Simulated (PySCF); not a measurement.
MgBr: a base run and its variants

Base input, run as `python input.py` with PySCF 2.14:

```python
from pyscf import gto, scf, mp

mol = gto.M(
    atom='Mg 0 0 0; Br 0 0 2.347',
    basis='pcseg-1',
    charge=0,
    spin=1,
    symmetry=True,
    verbose=4,
)
mf = scf.UHF(mol)
mf.kernel()
mp.MP2(mf, frozen=10).kernel()
mf.dip_moment()
print('orbital energies (hartree):', [e[max(0, n-3):n+3].round(4) for e, n in zip(mf.mo_energy, mol.nelec)])
```

Base result: E(SCF) = -2771.734368 Eh, 10 cycles, E(MP2) − E(SCF) = -0.13109 Eh, ⟨S²⟩ = 0.752, μz(SCF) = -4.50 D. The bond length is a typed value, not an optimised one. No search for the lowest solution was made.

Wall time 1.2 s on one thread of a shared host.

Each row names what differs from the base; energies in brackets are changes from the base.

| change | result |
| --- | --- |
| functional: none (Hartree–Fock) → hcth407; SCF type: UHF → UKS; step after the SCF: mp2 → analyze | E(SCF) = -2775.376321 Eh, 12 cycles, ⟨S²⟩ = 0.750, μz(SCF) = -3.39 D |
| step after the SCF: mp2 → casci; SCF type: UHF → ROHF; active space: default → 3 electrons in 5 orbitals | stops with PointGroupSymmetryError (Incomplete 2D-irrep orbitals for cylindrical symmetry.) after the SCF |
| basis set: pcseg-1 → lanl2dz; core potential: off → on; frozen orbitals: 10 → 0 | E(SCF) = -13.777104 Eh, 10 cycles, E(MP2) − E(SCF) = -0.02923 Eh, ⟨S²⟩ = 0.752, μz(SCF) = -4.09 D |
| spin (2S): 1 → 3 | not converged: SCF after 50 cycles |
| spin-free X2C: off → on [basis contracted without relativity] | E(SCF) = -2796.821906 Eh, 10 cycles, E(MP2) − E(SCF) = -0.13055 Eh, ⟨S²⟩ = 0.752, μz(SCF) = -4.50 D |
| electric field along z (a.u.): none → 0.05; point-group symmetry: on → off [may be another electronic state] | E(SCF) = -2771.711006 Eh (+0.6357 eV), 13 cycles, E(MP2) − E(SCF) = -0.13050 Eh, ⟨S²⟩ = 0.786, μz(SCF) = 5.98 D |
| PCM solvent, dielectric constant: none → 20.5; step after the SCF: mp2 → analyze | E(SCF) = -2771.755098 Eh (-0.5641 eV), 10 cycles, ⟨S²⟩ = 0.751, μz(SCF) = -5.77 D |
| functional: none (Hartree–Fock) → wb97; SCF type: UHF → UKS; step after the SCF: mp2 → analyze | E(SCF) = -2774.104727 Eh, 11 cycles, ⟨S²⟩ = 0.753, μz(SCF) = -4.23 D |
| density fitting: none → def2-universal-jkfit | E(SCF) = -2771.734301 Eh (+0.0018 eV), 10 cycles, E(MP2) − E(SCF) = -0.13109 Eh, ⟨S²⟩ = 0.752, μz(SCF) = -4.50 D |
| geometry: bond 2.347 → bond 2.417 | E(SCF) = -2771.735069 Eh (-0.0191 eV), 10 cycles, E(MP2) − E(SCF) = -0.13118 Eh, ⟨S²⟩ = 0.752, μz(SCF) = -4.86 D |
| electric field along z (a.u.): none → 0.001; point-group symmetry: on → off | E(SCF) = -2771.732618 Eh (+0.0476 eV), 10 cycles, E(MP2) − E(SCF) = -0.13114 Eh, ⟨S²⟩ = 0.752, μz(SCF) = -4.40 D |
| smearing width (hartree): none → 0.2; step after the SCF: mp2 → none [unsound on purpose] [smearing does not keep the typed spin] | E(SCF) = -2770.682391 Eh (+28.6258 eV), 13 cycles, μz(SCF) = 2.31 D |
| geometry: bond 2.347 → bond 2.629 | E(SCF) = -2771.729184 Eh (+0.1411 eV), 10 cycles, E(MP2) − E(SCF) = -0.13134 Eh, ⟨S²⟩ = 0.753, μz(SCF) = -5.97 D |
| step after the SCF: mp2 → casscf; SCF type: UHF → ROHF; active space: default → 1 electrons in 2 orbitals | stops with PointGroupSymmetryError (Incomplete 2D-irrep orbitals for cylindrical symmetry.) after the SCF |
| Cartesian functions: off → on | E(SCF) = -2771.758071 Eh (-0.6450 eV), 10 cycles, E(MP2) − E(SCF) = -0.13312 Eh, ⟨S²⟩ = 0.752, μz(SCF) = -4.47 D |
| basis set: pcseg-1 → minao | stops with UnboundLocalError (cannot access local variable 'elumoa' where it is not associated with a value) |
| PCM solvent, dielectric constant: none → 4.71; step after the SCF: mp2 → analyze | E(SCF) = -2771.751010 Eh (-0.4529 eV), 10 cycles, ⟨S²⟩ = 0.751, μz(SCF) = -5.52 D |
| PCM solvent, dielectric constant: none → 32.6; step after the SCF: mp2 → analyze | E(SCF) = -2771.755566 Eh (-0.5768 eV), 10 cycles, ⟨S²⟩ = 0.751, μz(SCF) = -5.80 D |
| geometry: bond 2.347 → bond 2.065 | E(SCF) = -2771.705061 Eh (+0.7975 eV), 10 cycles, E(MP2) − E(SCF) = -0.13057 Eh, ⟨S²⟩ = 0.751, μz(SCF) = -3.18 D |
| cycle limit: 50 → 8 | not converged: SCF after 8 cycles |
| point-group symmetry: on → off | E(SCF) = -2771.734368 Eh (+0.0000 eV), 10 cycles, E(MP2) − E(SCF) = -0.13109 Eh, ⟨S²⟩ = 0.752, μz(SCF) = -4.50 D |

**Question.** Order these changes by how far they move the SCF energy from the base, largest first: (1) Cartesian functions: off → on; (2) PCM solvent, dielectric constant: none → 32.6; step after the SCF: mp2 → analyze; (3) electric field along z (a.u.): none → 0.05; point-group symmetry: on → off; (4) geometry: bond 2.347 → bond 2.065.

**Answer.** (4) +0.7975 eV, (1) -0.6450 eV, (3) +0.6357 eV, (2) -0.5768 eV.
